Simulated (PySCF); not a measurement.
## Dipole response of Ag(3+) (silver, charge +3)

[Kr] 4d8, high-spin 3F determinant. Computed with PySCF 2.14 in aug-cc-pVTZ-PP with one added diffuse shell each of s, p, d, f, g type with ECP28MDF (7s7p6d4f3g, 113 functions), with a scalar-relativistic core potential. Coupled (time-dependent) response in atomic units; α is the mean over directions.

| method | mean α (bohr³) | C₆ (like pair) | S(−4) |
| --- | --- | --- | --- |
| UHF | 3.752 | 16.63 | 2.264 |
| PBE | 4.167 | 18.78 | 3.188 |
| PBE0 | 4.028 | 18.07 | 2.846 |

S(−4) is the Cauchy moment in α(ω) = α(0) + S(−4) ω² + …

Spin-orbit coupling is absent.

α(iu) at PBE0:

```tsv
u (hartree)	α(iu) (bohr³)
0	4.028
0.0500	4.021
0.100	4.000
0.200	3.920
0.300	3.797
0.500	3.477
0.750	3.040
1.00	2.636
1.50	1.986
2.00	1.520
3.00	0.9443
5.00	0.4435
```

A single London oscillator, α(iu) = α/(1 + u²/ω²), gives C₆ = (3/4) ω α². Matching the computed C₆ needs ω = 4 × 18.07 / (3 × 4.028²) = 1.48 hartree.

For an ion, C₆ is the dispersion term alone; charge-induced terms of lower order in 1/R come first.

Energies and moments cover only the electrons outside the core potential.
